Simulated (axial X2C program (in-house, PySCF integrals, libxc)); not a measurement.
## ScSi⁺: from the spin-free to the two-component result

Computed with an axial X2C code built on PySCF integrals. Spin-free means the one-electron spin-free X2C Hamiltonian; two-component (2c) means X2C with spin–orbit coupling and atomic mean-field two-electron Coulomb and Gaunt terms, so the difference of the two also holds small scalar two-electron terms. Basis: Sc dyall-cv3z [10s11p7d5f2g], Si dyall-v3z [8s7p2d1f] (cores contracted in-house); Gaussian nuclei, density fitting, unrestricted open shells. Masses: Sc 44.956 u, Si 27.977 u.

Spin-free state: M_S = 1, Λ = 0 (beyond evenly filled blocks: π+α, π-α); fragments Sc+ + Si.

```json
{"level": "PBE0", "Re (Å)": "2.498", "ωe (cm⁻¹)": "369.4", "De (eV)": "2.206", "μ (D)": "-5.02"}
```

Dipoles are positive if Si is the positive end and refer to the centre of mass.

Two-component determinant lowest at the distance of the search:

Ω = 1 (⟨Sz⟩ = 1.00, ⟨Lz⟩ = 0.00 at PBE0); fragments Sc+ + Si.

```
level  Re (Å)  ωe (cm⁻¹)  μ (D)
 PBE0   2.498      369.1  -5.02
```

Question: From the two tables, how do the constants change at the PBE0 level (2c against spin-free)?

Answer: At the PBE0 level Re is unchanged within 0.001 Å and ωe falls by 0.3 cm⁻¹.

Occupations by symmetry block were frozen at the best pattern of an incomplete PBE0 search. De is counted from the lowest determinant-based energies of the atoms at the same level, without counterpoise correction. De is not given where an atomic determinant may have missed its ground term or J level, or where the truncated virtual space spoils (T). Density functionals use the spin component along the axis (collinear). PBE0 can misorder states that lie within some tenths of an eV, so this need not be the ground state of the molecule. The nearest other spin-free determinant of the search, M_S = 2, Λ = 0, lies 0.05 eV up at the distance of the search. Without a current term, density functionals place determinants with orbital angular momentum somewhat too high. With several unpaired electrons one determinant need not be a pure state. Open-shell Ω = 0 determinants with evenly filled partner blocks cannot be reached by this program, so the Ω shown need not be the lowest component. This is the Ω = 1 component of a π² triplet; the 0⁺ component is not one determinant and can lie lowest. The determinant is spin-polarised beyond a pure state at some levels (its spin-free form has ⟨S²⟩ too high), which makes Re and μ there less reliable.
